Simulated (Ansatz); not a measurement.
Consider the redistribution: `N[BH][SbH2]` + `BCCl` → `BCBN` + `[Cl][SbH2]`.

Gas-phase electronic energies from Ansatz, PBE0-D4/def2-TZVP geometries. CBS: MP2 limit from def2 TZ/QZ plus the TZ coupled-cluster correction, frozen cores. Functionals use def2-TZVPP. B3LYP here is the variant with VWN-RPA as its local correlation; programs differ in this. Elements past krypton have def2 core potentials. For Sb outer-core shells are correlated without core-valence functions, which leaves a few kJ/mol of doubt a bond. One conformer a species, not always the lowest.

`N[BH][SbH2]`:

```xyz
8

N     1.144    0.445    0.615
B     0.417    0.269   -0.548
Sb   -1.821    0.045   -0.533
H     0.741    0.413    1.537
H     2.141    0.594    0.617
H     0.993    0.303   -1.597
H    -1.735   -1.536   -1.170
H    -1.879   -0.533    1.078
```

`BCCl`:

Z-matrix (Å, degrees):
```
C
Cl 1 1.783
B 1 1.549 2 116.9
H 1 1.096 2 107.6 3 -123.7
H 1 1.096 2 107.6 3 123.6
H 3 1.192 1 122.9 2 0.1
H 3 1.198 1 116.7 2 -180.0
```

`BCBN`:

Z-matrix (Å, degrees):
```
C
B 1 1.588
B 1 1.539 2 103.0
H 1 1.095 2 106.0 3 117.6
H 1 1.093 2 110.4 3 -121.9
N 2 1.390 1 121.1 3 95.3
H 2 1.198 1 121.2 3 -83.1
H 3 1.200 1 120.9 2 -97.3
H 3 1.199 1 120.8 2 78.6
H 6 1.005 2 122.9 1 179.8
H 6 1.007 2 123.4 1 0.6
```

`[Cl][SbH2]`:

```xyz
4

Cl    0.992    1.508   -0.678
Sb   -0.755    0.180    0.179
H     0.217   -0.557    1.380
H    -0.455   -1.131   -0.881
```

Problem. Is it downhill or uphill in electronic energy at CCSD(T)/CBS, and by how much? (Best estimate.)

Solution. The calculation gave: Downhill: ΔE = -1.42 eV.

Problem. What do these levels give: B3LYP-D4, CAM-B3LYP-D4, B2PLYP, RPA@PBE/def2-TZVPP, CCSD/def2-TZVPP, HF/def2-QZVPP? (Best estimate.)

Solution. The calculation gave: B3LYP-D4 -1.48, CAM-B3LYP-D4 -1.47, B2PLYP -1.45, RPA@PBE/def2-TZVPP -1.34, CCSD/def2-TZVPP -1.38, HF/def2-QZVPP -1.52 eV.

Largest T1 diagnostic among the species: 0.014.

At CCSD(T), def2-SVP lies +0.04 eV from the extrapolated value and def2-TZVPP +0.06 eV. Leaving LDA and LC-ωPBE aside and taking each functional with its dispersion term where it has one, the values, not all of them listed here, spread over 0.22 eV, from B97M-V to PBE-QIDH.
